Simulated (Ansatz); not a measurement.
`NC[SiH](N)N`, relaxed with RKS PBE0-D4/def2-TZVP in the Gaussian-basis code of Ansatz from a PBE-D4/def2-SVP geometry. The force threshold is 0.005 eV/Å; the program also tests the step.

Charge 0, multiplicity 1.

Start:

```xyz
14

N     0.201   -1.230   -1.582
C     0.525   -1.314   -0.142
Si    0.028    0.253    0.823
N     0.952    1.525    0.049
N    -1.633    0.761    0.641
H     0.558   -0.330   -1.938
H    -0.821   -1.150   -1.683
H     0.026   -2.209    0.292
H     1.615   -1.517   -0.024
H     0.196    0.055    2.318
H     0.734    2.487    0.322
H     1.967    1.410   -0.033
H    -2.342    0.360    1.259
H    -2.008    0.900   -0.301
```

By how much does the energy fall, and how many steps does the optimiser take? (Estimate.)

Ansatz gave: 8.11 kJ/mol, in 11 steps, 3 of them rejected.

Which bonds change most? (Estimate.)

Computed: Si3–N5 from 1.746 to 1.714 Å; Si3–N4 from 1.752 to 1.721 Å; C2–Si3 from 1.906 to 1.883 Å; Si3–H10 from 1.517 to 1.497 Å.

Give the relaxed structure. (Estimate.)

Ansatz gave: 
```xyz
14

N     0.212   -1.257   -1.581
C     0.535   -1.290   -0.145
Si    0.013    0.252    0.801
N     0.944    1.527    0.116
N    -1.627    0.716    0.621
H     0.546   -0.388   -1.983
H    -0.795   -1.246   -1.698
H     0.064   -2.174    0.296
H     1.613   -1.461   -0.033
H     0.169    0.015    2.271
H     0.746    2.479    0.378
H     1.928    1.398   -0.059
H    -2.330    0.434    1.281
H    -2.017    0.993   -0.264
```
